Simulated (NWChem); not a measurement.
Molecule: C2H3BFNO; SMILES CB(F)N=C=O

```xyz
9

B     -0.0579     0.9550    -0.0044
F     -1.2100     1.6192     0.0004
C      1.2867     1.7501    -0.0013
H      2.1773     1.1165    -0.1005
H      1.3666     2.3199     0.9405
H      1.2847     2.5006    -0.8084
N     -0.1426    -0.4648    -0.0003
C     -0.0621    -1.6584    -0.0004
O      0.0002    -2.8227    -0.0001
```
Atoms are numbered in this order, from 1.

Results from NWChem. Medium grid unless said otherwise, to which SCAN and Minnesota functionals are sensitive. Structure relaxed at the PBE0/def2-SVP level. B3LYP is NWChem's, with the RPA form of VWN correlation. Total energies of different functionals are on different scales.

```tsv
level	energy (Ha)	highest occupied level (eV)	orbital gap (eV)	dipole (D)
PBE/def2-SVP	-332.1887	-7.24	5.49	1.67
B3LYP/def2-SVP	-332.5635	-8.44	7.42	1.77
Hartree-Fock/def2-SVP	-330.7913	-12.29	15.35	2.09
CAM-B3LYP/def2-SVP	-332.4275	[?]	[?]	1.81
PW6B95/def2-SVP	-332.9486	-8.84	8.02	1.80
r2SCAN/def2-SVP	-332.3872	-7.64	6.16	1.81
```

Some entries are withheld; supply them.


- CAM-B3LYP/def2-SVP, highest occupied level (eV): -10.06
- CAM-B3LYP/def2-SVP, orbital gap (eV): 10.41
